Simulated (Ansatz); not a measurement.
`BC(F)(F)F` + H₂ → `BC(F)F` + H–F  (hydrogenolysis of a C–F bond)

Gas-phase electronic energies from Ansatz, PBE0-D4/def2-TZVP geometries. CCSD(T)/CBS adds triple-zeta CCSD(T) − MP2 to the extrapolated MP2 energy (def2 sets, frozen cores). This one scheme is used for every species. Functionals use def2-TZVPP.

```csv
species,revPBE-D4 energy (Eh)
`BC(F)(F)F`,-363.70663
H₂,-1.17698
`BC(F)F`,-264.43767
H–F,-100.45779
```

(1) Work out ΔE.

Largest T1 diagnostic among the species: 0.013.

## Answers

(1) ΔE = (-264.43767) + (-100.45779) − (-363.70663) − (-1.17698) = -0.01185 Eh = -7.4 kcal/mol. CCSD(T)/CBS gives -10.9 kcal/mol.

From r2SCAN to r2SCAN0 (25 % exact exchange), in def2-TZVPP and without D4, ΔE moves by −1.9 kcal/mol. Leaving LDA and LC-ωPBE aside and taking each functional with its dispersion term where it has one, the values, not all of them listed here, spread over 3.9 kcal/mol, from PBE-QIDH to r2SCAN-D4. LDA lies +2.3 kcal/mol from PBE without D4.
